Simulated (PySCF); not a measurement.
Compound: C3H7NSi.
Atom-mapped SMILES: `[CH2:1]=[N:2][SiH:3]1[CH2:4][CH2:5]1` (hydrogens: H6, H7 on C1; H8 on Si3; H9, H10 on C4; H11, H12 on C5)

The same species was optimised twice, with GFN2-xTB and with PBE0-D3(BJ)/def2-SVP (PySCF), and the same property calculations (PySCF, gas phase) were run on both structures.

```tsv
coordinate	GFN2-xTB	PBE0-D3(BJ)/def2-SVP	change
N2–Si3 (Å)	1.693	1.739	+0.046
Si3–C5 (Å)	1.889	1.852	-0.037
Si3–C4 (Å)	1.889	1.852	-0.037
Si3–H8 (Å)	1.454	1.490	+0.036
C4–C5 (Å)	1.515	1.542	+0.027
C1–H7 (Å)	1.085	1.106	+0.021
C1–H6 (Å)	1.091	1.112	+0.021
C5–H11 (Å)	1.079	1.095	+0.016
C4–H9 (Å)	1.079	1.095	+0.016
C4–H10 (Å)	1.080	1.096	+0.016
C5–H12 (Å)	1.080	1.096	+0.016
C1=N2 (Å)	1.258	1.263	+0.005
N2–Si3–H8 (°)	127.9	117.2	-10.7
C1–N2–Si3 (°)	135.0	126.9	-8.1
N2–Si3–C4 (°)	109.2	115.8	+6.6
N2–Si3–C5 (°)	109.3	115.9	+6.6
C5–Si3–H8 (°)	118.1	120.7	+2.6
C4–Si3–H8 (°)	118.2	120.7	+2.5
C4–Si3–C5 (°)	47.3	49.2	+1.9
Si3–C4–H9 (°)	119.7	117.8	-1.9
C1–N2–Si3–C4 (°)	155	153	-2
```

Rotational constants: A = 11258, B = 2408, C = 2352 MHz (GFN2-xTB) against A = 12139, B = 2309, C = 2307 MHz (PBE0-D3(BJ)/def2-SVP). Point groups within 0.08 Å: Cs and Cs.

On the GFN2-xTB structure: lowest singlet, TDDFT (eV) 4.10 [B3LYP/def2-SVPD]; isotropic polarisability (au) 76.4 [B3LYP/def2-SVPD]; HOMO (eV) -6.23 [B3LYP/def2-SVPD]; LUMO (eV) -1.27 [B3LYP/def2-SVPD]; dipole (D) 1.49 [B3LYP/def2-SVPD]; HOMO (eV) -6.43 [PBE0/pcSseg-1]; LUMO (eV) -0.97 [PBE0/pcSseg-1]; dipole (D) 1.63 [PBE0/pcSseg-1]; GIAO shielding of C1 (ppm) 10.8 [PBE0/pcSseg-1]; GIAO shielding of N2 (ppm) -152.5 [PBE0/pcSseg-1]; GIAO shielding of Si3 (ppm) 475.4 [PBE0/pcSseg-1]; GIAO shielding of C4/C5 (mean) (ppm) 181.8 [PBE0/pcSseg-1].

Question: What do these properties become on the PBE0-D3(BJ)/def2-SVP structure?

Answer: 
| property | level | on GFN2-xTB | on PBE0-D3(BJ)/def2-SVP | change |
| --- | --- | --- | --- | --- |
| lowest singlet, TDDFT (eV) | B3LYP/def2-SVPD | 4.10 | 4.10 | 0.00 |
| isotropic polarisability (au) | B3LYP/def2-SVPD | 76.4 | 75.0 | -1.4 |
| HOMO (eV) | B3LYP/def2-SVPD | -6.23 | -6.51 | -0.28 |
| LUMO (eV) | B3LYP/def2-SVPD | -1.27 | -1.30 | -0.03 |
| dipole (D) | B3LYP/def2-SVPD | 1.49 | 1.31 | -0.18 |
| energy, GFN2-xTB geometry as zero (kcal/mol) | B3LYP/def2-SVPD | 0.0 | -3.6 | -3.6 |
| HOMO (eV) | PBE0/pcSseg-1 | -6.43 | -6.72 | -0.29 |
| LUMO (eV) | PBE0/pcSseg-1 | -0.97 | -0.98 | -0.01 |
| dipole (D) | PBE0/pcSseg-1 | 1.63 | 1.44 | -0.19 |
| energy, GFN2-xTB geometry as zero (kcal/mol) | PBE0/pcSseg-1 | 0.0 | -3.1 | -3.1 |
| GIAO shielding of C1 (ppm) | PBE0/pcSseg-1 | 10.8 | 7.1 | -3.7 |
| GIAO shielding of N2 (ppm) | PBE0/pcSseg-1 | -152.5 | -159.2 | -6.7 |
| GIAO shielding of Si3 (ppm) | PBE0/pcSseg-1 | 475.4 | 441.8 | -33.6 |
| GIAO shielding of C4/C5 (mean) (ppm) | PBE0/pcSseg-1 | 181.8 | 185.9 | +4.1 |

The heavy atoms differ by 0.102 Å rms after alignment. Among all bonds N2–Si3 changes most (+0.046 Å). Changes are differences of the printed values. Neither structure is proved a minimum here.

Shape of the structure used: `[CH2:1]=[N:2][SiH:3]1[CH2:4][CH2:5]1`: C1–N2–Si3–C4 153°.
